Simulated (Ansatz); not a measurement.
Cost and result up the ladder for GaMe2(hfac) (C7H7F6GaO2) (23 atoms). Total charge 0; singlet. Geometry: PBE-D4/def2-SVP.

Cartesian coordinates in Å:
```
Ga -0.026 -1.632 -0.437
C -0.575 -1.831 -2.314
H -0.783 -0.839 -2.761
H -1.492 -2.450 -2.393
H 0.222 -2.322 -2.906
C 0.480 -2.835 1.032
H 0.895 -2.253 1.879
H 1.242 -3.570 0.703
H -0.406 -3.395 1.393
O -1.362 -0.345 0.368
C -1.158 0.885 0.614
C -2.396 1.604 1.194
F -2.781 1.003 2.336
F -3.414 1.539 0.315
F -2.154 2.905 1.463
C 0.027 1.618 0.422
C 1.201 1.031 -0.088
C 2.469 1.902 -0.231
F 2.926 1.844 -1.495
F 3.431 1.438 0.592
F 2.239 3.196 0.077
O 1.374 -0.173 -0.453
H 0.041 2.680 0.688
```

Ansatz on 2 threads of AMD EPYC 7R13 on a shared host and a share (18 GiB) of an NVIDIA H100 80GB HBM3. Times are rough, and most runs start from the orbitals of an earlier one. CAM-B3LYP-D4/def2-TZVP serves as the yardstick here, not as an exact answer. Differences are given only for rows in sets of like size (and for xTB, whose basis is part of the method), since another set adds its own error. Binding counts from free atoms at the same level (Ga doublet, C triplet, H doublet, O triplet, F doublet; other spins of the atoms weren't run), without zero-point energy or a counterpoise term.

The 6-31G sets use Cartesian d functions. B3LYP takes the VWN-RPA correlation. Correlated methods freeze 24 core orbitals; core or outer-core shells of Ga are correlated, in sets that lack core-valence functions. The rows differ in basis, and correlated rows in double-zeta sets carry the largest basis error. Single mean-field runs in def2-TZVP are fitted with def2-universal-jkfit.

Correlated methods converge slowly with the basis, most of all in double-zeta sets.

```
                            level  functions  wall time  binding energy per atom (eV)  difference from CAM-B3LYP-D4/def2-TZVP (eV)
                  PBE-D4/def2-SVP        277      4.2 s                          4.72                                            –
                         HF/6-31G        178      4.5 s                          2.72                                            –
                 PBE-D4/def2-TZVP        555      4.6 s                          4.61                                         0.18
                   B3LYP-D4/6-31G        178      4.7 s                          4.21                                            –
             r2SCANh-D4/def2-TZVP        555      4.8 s                          4.41                                        -0.03
           CAM-B3LYP-D4/def2-TZVP        555      6.5 s                          4.43                                         0.00
r2SCAN-D4/def2-TZVP (with forces)        555        7 s                          4.46                                         0.03
               BHLYP-D4/def2-TZVP        555        7 s                          4.18                                        -0.25
                 PBE0-D4/def2-SVP        277        7 s                          4.55                                            –
                    MP2/def2-TZVP        555        8 s                          4.45                                         0.01
  PBE0-D4/def2-TZVP (with forces)        555      9.5 s                          4.45                                         0.02
                 CCSD(T)/def2-SVP        277       39 s                          4.23                                            –
```
